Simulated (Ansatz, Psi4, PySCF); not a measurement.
silole (C$_{4}$H$_{6}$Si), singlet, geometry from GFN2-xTB. Base run: B3LYP5/6-31G* run with PySCF.

Here is a job for PySCF.
```python
from pyscf import gto, scf, dft

mol = gto.M(
    atom='''
C    -1.20638586    0.78574789   -0.41109095
C     0.02710569    1.29088450   -0.29376265
Si    1.21355663   -0.07286224    0.24738050
C    -0.23813991   -1.27821395    0.25074385
C    -1.35277056   -0.63209551   -0.11058672
H    -2.07420278    1.35899959   -0.70866783
H     0.24603893    2.32689193   -0.49207049
H     1.78955600    0.14895981    1.57457124
H     2.23200545   -0.39041535   -0.75478595
H    -0.23451069   -2.32758409    0.49442049
H    -2.32753594   -1.09471811   -0.18861565
''',
    basis='6-31g*',
    verbose=4,
)

mf = dft.RKS(mol)
mf.xc = 'b3lyp5'
mf.kernel()
```

The same geometry, method and basis name were run in Ansatz (a first-principles code) and Psi4 and PySCF, at each program's defaults and at the settings that a row names. The base is PySCF at its defaults. Differences at the defaults can come from grids, fitting, cores and function types together.

```json
[
 {"code and settings": "PySCF, defaults (exact integrals, its default grid, spherical functions)", "ΔE vs base (mEh)": "0.000", "basis functions": "86", "E (Eh)": "-445.31360", "SCF cycles": "9", "dipole (D)": "0.30"},
 {"code and settings": "Psi4, defaults (density fitting with its default set, its default grid, Cartesian functions)", "ΔE vs base (mEh)": "-4.904", "basis functions": "91", "E (Eh)": "-445.31850", "SCF cycles": "8", "dipole (D)": "0.30"},
 {"code and settings": "Ansatz, defaults (factorised integrals, its default grid, Cartesian functions)", "ΔE vs base (mEh)": "-4.878", "basis functions": "91", "E (Eh)": "-445.31847", "SCF cycles": "-", "dipole (D)": "-"},
 {"code and settings": "PySCF, density fitting with def2-universal-jkfit", "ΔE vs base (mEh)": "(withheld)", "basis functions": "86", "E (Eh)": "(withheld)", "SCF cycles": "9", "dipole (D)": "0.30"},
 {"code and settings": "PySCF, fine grid", "ΔE vs base (mEh)": "0.001", "basis functions": "86", "E (Eh)": "-445.31359", "SCF cycles": "9", "dipole (D)": "0.30"},
 {"code and settings": "Psi4, exact integrals, spherical functions, fine grid", "ΔE vs base (mEh)": "0.002", "basis functions": "86", "E (Eh)": "-445.31359", "SCF cycles": "10", "dipole (D)": "0.30"},
 {"code and settings": "Ansatz, high accuracy, Cartesian functions as the basis file defines them", "ΔE vs base (mEh)": "-4.885", "basis functions": "91", "E (Eh)": "-445.31848", "SCF cycles": "-", "dipole (D)": "-"}
]
```

### Question
Some entries are withheld; supply them.

### Answer

- PySCF, density fitting with def2-universal-jkfit, ΔE vs base (mEh): -0.063
- PySCF, density fitting with def2-universal-jkfit, E (Eh): -445.31366
